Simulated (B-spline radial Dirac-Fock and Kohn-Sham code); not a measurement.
## How the binding energies of Br³⁺ add up

System: Br³⁺, configuration 1s2 2s2 2p6 3s2 3p6 3d10 4s2 4p2; nuclear rms radius 4.1629 fm (A = 79).

These are calculated numbers from a B-spline atomic structure program; the model is multi-electron Dirac-Fock with separately optimised hole states, Breit and Lamb-shift corrections added in first order. The model has no electron correlation. Energies are counted from the vacuum level.

All terms are in eV, carry their sign (relaxation lowers the binding energy) and add up to the binding energy; ⟨r⟩ is the mean radius of the orbital in the initial state.

```
subshell  −ε (Koopmans)  relaxation   Gaunt  retardation  self-energy  vacuum polarisation  binding energy  ⟨r⟩ (bohr)
      1s        13604.8      -50.26  -21.63         1.49       -10.95                 1.12         13524.5       0.043
      2s         1865.4      -24.25   -1.59         0.06        -1.19                 0.11          1838.5       0.189
   2p1/2         1676.8      -26.69   -3.00         0.32         0.13                -0.01          1647.6       0.163
   2p3/2         1628.9      -26.20   -2.11         0.36         0.03                -0.01          1600.9       0.167
      3s          316.0       -6.13   -0.17         0.00        -0.19                 0.02           309.5       0.548
   3p1/2          248.5       -6.23   -0.34         0.04         0.03                 0.00           242.0       0.555
   3p3/2          241.3       -6.02   -0.21         0.04         0.01                 0.00           235.1       0.565
   3d3/2          124.9       -6.20   -0.03         0.00         0.02                 0.00           118.6       0.581
   3d5/2          123.7       -6.12    0.03         0.00         0.02                 0.00           117.6       0.585
      4s          60.01       -0.48   -0.02         0.00        -0.02                 0.00           59.50       1.571
      4p          45.66       -0.34   -0.02         0.00         0.00                 0.00           45.30       1.789
```

For the deepest level, K (1s), the Breit terms make up -0.149 % of the binding energy, QED -0.073 % and orbital relaxation -0.372 %.

Spin-orbit splittings: 2p 46.65 eV, 3p 6.89 eV, 3d 1.03 eV.

Going to the tabulated ground configuration of the next ion removes an electron from N2,3 (4p), computed at 45.30 eV. NIST lists 47.782 ± 0.012 eV as the ionisation energy of this species (measured), +2.48 eV from the computed value. Where a p, d or f shell is open in either ion the computed value averages over both j values and all terms, while the table refers to the lowest levels; that difference holds spin-orbit splitting (largest in heavy or highly charged ions), term energies where several electrons share open shells, and correlation, and it can reach 10 % or more.
